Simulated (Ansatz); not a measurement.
Task: Name a neutral molecule of Al, C, S and H with size of the dipole moment (ωB97M-V/def2-TZVPP) between 3.20 and 3.50 D and HOMO–LUMO gap (ωB97M-V/def2-TZVPP) between 10.65 and 10.95 eV (Ansatz, PBE0-D4/def2-TZVP geometry).

Result: `CSC[CH2][AlH2]` (3.45 D, 10.87 eV). Other molecules can fit too; these were computed, each in one conformer that needn't be the lowest.
